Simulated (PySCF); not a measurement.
# Sr²⁰⁺ (strontium, charge +20) across methods

[Ar], closed-shell 1S. All numbers are calculated (PySCF 2.14, scalar relativity by spin-free X2C-1e, in an even-tempered Gaussian basis (18 s from 2.1 bohr⁻², ratio 2.5; 12 p from 2.7 bohr⁻², ratio 2.5; 5 d from 14 bohr⁻², ratio 2.7; 4 f from 21 bohr⁻², ratio 2.7)).

```
method  E (hartree)  mean ε 2p (eV)  mean ε 3s (eV)  mean ε 3p (eV)  Σ⟨r²⟩ (bohr²)   ⟨S²⟩
   LDA     -2945.85         -2705.6         -987.58         -912.16          1.968  0.000
PBEsol     -2947.93         -2705.7         -988.38         -912.31          1.967  0.000
  PBE0     -2949.88         -2728.0         -999.21         -919.45          1.967  0.000
   PBE     -2949.83         -2706.7         -989.07         -912.73          1.967  0.000
   M06     -2950.26         -2731.5         -1000.2         -919.91          1.965  0.000
   UHF  -2949.19064         -2790.3         -1027.7         -937.75          1.970  0.000
```

(1) Estimate the same row for r2SCAN.

Answers

(1) E (hartree) = -2950.12; mean ε 2p (eV) = -2717.3; mean ε 3s (eV) = -994.11; mean ε 3p (eV) = -915.00; Σ⟨r²⟩ (bohr²) = 1.968; ⟨S²⟩ = 0.000.
